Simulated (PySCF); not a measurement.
**C₆ coefficients of unlike pairs at PBE**

Calculated with PySCF 2.14 from the dipole response of each species, C₆(A,B) = (3/π) ∫ α_A(iu) α_B(iu) du, in atomic units, from isotropic polarisabilities. For ions this is the dispersion term alone; charge-induced terms of lower order in 1/R come first.

```
species       configuration                                                                           basis      relativity  α (bohr³)  C₆ (like pair)
    Mg⁺       [Ne] 3s1 (2S)                                                          aug-cc-pVTZ (6s5p3d2f)            none      33.42           142.8
     Ag  [Kr] 4d10 5s1 (2S)                                       aug-cc-pwCVDZ-PP with ECP28MDF (6s6p5d3f)  core potential      45.71           333.9
     P⁺   [Ne] 3s2 3p2 (3P)                                                         dyall-av3z (19s12p3d2f)   spin-free X2C      14.36           74.00
     Sc   [Ar] 3d1 4s2 (2D)  x2c-TZVPPall with one added diffuse shell each of s, p, d, f type (7s6p5d3f1g)   spin-free X2C      123.7            1516
```

(1) Estimate C₆ for P⁺ with Ag.

No spin-orbit coupling is included.

The other pairs:

```json
{"pair": "P⁺, Mg⁺", "C₆": "91.04"}
{"pair": "Sc, Ag", "C₆": "683.6"}
{"pair": "Sc, P⁺", "C₆": "285.3"}
{"pair": "Sc, Mg⁺", "C₆": "462.4"}
{"pair": "Ag, Mg⁺", "C₆": "212.4"}
```

## Answers

(1) The integral gives 150.1. The combination rule 2 C_A C_B / (C_A α_B/α_A + C_B α_A/α_B) gives 145.2 and the geometric mean 157.2.
